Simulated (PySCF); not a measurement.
Gas-phase reaction: ZrOCl2 + O → ZrO2 + 2 Cl

Energies from PySCF (xtb for GFN2), thermal terms from the rigid-rotor harmonic-oscillator model, ideal gas at 1 bar. † marks an energy on the PBE0/def2-TZVP geometry and frequencies; other levels use their own. CCSD(T) freezes the core. Open shells (unrestricted): O (multiplicity 3), Cl (multiplicity 2); the rest are closed-shell singlets. GFN2 has no spin-polarisation term. Spin-orbit splitting is ignored; it lowers the true energy and changes the entropy of O, Cl. Zr: scalar-relativistic def2 core potential, no spin-orbit coupling. ZrOCl2: computed as isolated molecules; such fragments, hydroxides, amides, oligomers or adducts are transient or little studied in the gas. CCSD(T) isn't extrapolated to the basis-set limit. Warning, large T1 diagnostic: ZrO2 (CCSD(T)/def2-TZVPP†).

PBE/def2-SVP gives ΔH°(298 K) = 302 kJ.

Question: What do HF/def2-TZVP†, CCSD(T)/def2-TZVPP†, GFN2-xTB give?

Answer: HF/def2-TZVP†: 484 kJ; CCSD(T)/def2-TZVPP†: 341 kJ; GFN2-xTB: 158 kJ. For scale, ΔH°(298 K) is 302 kJ at this level, 355 kJ at ωB97M-V/def2-TZVP†, and runs from 158 to 484 kJ over the 18 levels computed († marks an energy on the PBE0/def2-TZVP geometry).
